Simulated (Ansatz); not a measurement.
Ligand exchange: BH2Br + Ge(CH3)3Cl → BH2Cl + Ge(CH3)3Br

Species: BH2Br `BBr`, singlet; Ge(CH3)3Cl (chlorotrimethylgermane), singlet; BH2Cl `BCl`, singlet; Ge(CH3)3Br (bromotrimethylgermane), singlet. The partners trade Br for Cl: B–Br and Ge–Cl bonds give way to B–Cl and Ge–Br.

Shapes, held fixed at every level: PBE0-D4/def2-TZVP. Programs: Ansatz 0.2.0. The zero-point and thermal change to 298 K, harmonic and unscaled (PBE0-D4/def2-TZVP), is +0.7 kJ/mol.

```json
{"level": "PBE-D4/def2-TZVPP", "kind": "GGA", "ΔH(298 K) (kJ/mol)": "-17.2", "less CCSD(T)/def2-TZVPP": "-1.1"}
{"level": "B3LYP-D4/def2-TZVPP", "kind": "global hybrid", "ΔH(298 K) (kJ/mol)": "-17.9", "less CCSD(T)/def2-TZVPP": "-1.8"}
{"level": "BHLYP-D4/def2-TZVPP", "kind": "global hybrid", "ΔH(298 K) (kJ/mol)": "-18.9", "less CCSD(T)/def2-TZVPP": "-2.8"}
{"level": "wB97X-V/def2-TZVPP", "kind": "range-separated hybrid", "ΔH(298 K) (kJ/mol)": "-17.2", "less CCSD(T)/def2-TZVPP": "-1.1"}
{"level": "B2PLYP/def2-TZVPP", "kind": "double hybrid", "ΔH(298 K) (kJ/mol)": "-16.9", "less CCSD(T)/def2-TZVPP": "-0.8"}
{"level": "MP2/def2-TZVPP", "kind": "perturbation theory", "ΔH(298 K) (kJ/mol)": "-17.1", "less CCSD(T)/def2-TZVPP": "-1.0"}
{"level": "CCSD/def2-SVP", "kind": "coupled cluster or CI", "ΔH(298 K) (kJ/mol)": "-22.4", "less CCSD(T)/def2-TZVPP": "-6.3"}
{"level": "CCSD(T)/def2-TZVPP", "kind": "coupled cluster or CI", "ΔH(298 K) (kJ/mol)": "-16.1", "less CCSD(T)/def2-TZVPP": "0.0"}
```

The highest level, CCSD(T)/def2-TZVPP, gives ΔH(298 K) = -16.1 kJ/mol; the levels span -22.4 to -16.1. The column of differences is taken from that level and isn't an error. No measured value is set beside it here. Relativity is left out for Br, Ge. Outer-core shells of Br, Ge are correlated, in sets that cover them unevenly.
